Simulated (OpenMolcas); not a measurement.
Au4+ among 6 point charges of -1.7 e arranged as a tetragonal octahedron (D4h). The axial distance is 0.86 times the equatorial one, R.

| Property | Result |
| --- | --- |
| Program | OpenMolcas 26.06 |
| Method | SS-CASPT2, IPEA 0.25 Eh, imaginary shift 0.1 Eh (closed shells correlated: 5s 5p) |
| Basis | ANO-RCC-VDZP [7s6p4d2f] |
| Scalar Hamiltonian | DKH2, point nucleus |
| Active space | 7 electrons in 5 orbitals (5d) |
| State averaging | 2S+1 = 4 even, 10 roots; 2S+1 = 2 even, 40 roots |
| Spin-orbit coupling | RASSI with atomic mean-field integrals over the reference wave functions |

All point charges move together. At R = 2.16 Å the first state of the same spin is 2160 cm-1, and at R = 2.4 Å it is 1520 cm-1.

Q: A third run gives 2940 cm-1. What distance was it run at?

A: With a power law R^-n the two known points give n = -ln(1520 / 2160) / ln(2.4 / 2.16) = 3.34. Then R = 2.16 × (2160 / 2940)^(1/3.34) = 1.970 Å. The run was at 1.99 Å, so the estimate is off by -0.020 Å.

An orbital doublet at a regular site is open to a Jahn-Teller distortion, which this geometry leaves out. This shell can be high or low spin here, a state of another spin lies low, and with metal d orbitals alone active their balance is uncertain, so the ground spin may be wrong. Point charges give a weaker field than real ligands, and real ions of this kind are as a rule low spin; the high spin found here belongs to the model. Free-ion shares, where given, are those of the reference states; single-state CASPT2 does not remix them. Point charges carry no covalency, so the field is a model and not that of real ligands. No measured value stands beside these numbers.
